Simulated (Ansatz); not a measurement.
`Cl[SiH2]I` → HI + `[SiH]Cl` at 400 K and 1 bar (silylene formation by 1,1-elimination).

Computed with Ansatz on PBE0-D4/def2-TZVP structures; ΔE is electronic, products minus reactants. CCSD(T)/CBS is the MP2 limit (def2-TZVPP, def2-QZVPP) plus CCSD(T) − MP2 in def2-TZVPP, frozen cores. This one scheme is used for every species. Elements past krypton have def2 core potentials. For I outer-core shells are correlated without core-valence functions, which leaves a few kJ/mol of doubt a bond.

```
    species  CCSD(T)/CBS energy (Eh)  H − E (kJ/mol)  S (J/(mol·K))
`Cl[SiH2]I`              -1047.58245            72.7          333.6
         HI               -298.03592            25.7          215.0
  `[SiH]Cl`               -749.43948            35.1          263.9
```

H − E and S are ideal-gas, rigid-rotor, harmonic terms from PBE0-D4/def2-TZVP. 1 Eh = 2625.50 kJ/mol, R = 8.31446 J/(mol·K).

Task: By hand: ΔE, ΔH, ΔS and ΔG.

Result: ΔE = (-298.03592) + (-749.43948) − (-1047.58245) = 0.10705 Eh = 281.1 kJ/mol. Δ(H − E) = 25.7 + 35.1 − 72.7 = -11.9, so ΔH = 269.2 kJ/mol. ΔS = 215.0 + 263.9 − 333.6 = 145.3 J/(mol·K). ΔG = 269.2 − 400 × (145.3)/1000 = 211.1 kJ/mol.

Task: By hand: the equilibrium constant, and the temperature at which ΔG would vanish if ΔH and ΔS stayed fixed.

Result: log₁₀ K = −ΔG/(RT ln 10) = -27.6. ΔG = 0 at ΔH/ΔS = 1853 K.

The number of gas molecules changes by +1, which sets the sign of ΔS. A doubt of 5 kJ/mol in ΔE shifts log₁₀ K by 0.7 here. These are equilibria of isolated gas molecules and say nothing of rates. Largest T1 diagnostic: 0.013 (customary marks: 0.02 for closed shells, 0.045 for open ones).
